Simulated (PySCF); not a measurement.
**Correlation energy of As⁺ (arsenic, charge +1)**

[Ar] 3d10 4s2 4p1 5s1, high-spin 3P determinant (an excited configuration). All numbers are calculated (PySCF 2.14, scalar relativity through the core potential, in aug-cc-pwCVTZ-PP with ECP10MDF). Frozen: 3s2 3p6 3d10; 4 electrons correlated.

MP2 pair energies summed by pair of shells (mhartree):

```json
{"pair": "4s-4s", "energy": "-23.02", "share (%)": "44.2"}
{"pair": "4s-4p", "energy": "-18.37", "share (%)": "35.2"}
{"pair": "4s-5s", "energy": "-7.83", "share (%)": "15.0"}
{"pair": "4p-5s", "energy": "-2.91", "share (%)": "5.6"}
```

Total MP2 correlation energy: -52.14 mhartree.

Same-spin part -7.79 and opposite-spin part -44.35 mhartree; SCS-MP2 scales them by 1/3 and 6/5 to -55.82 mhartree.
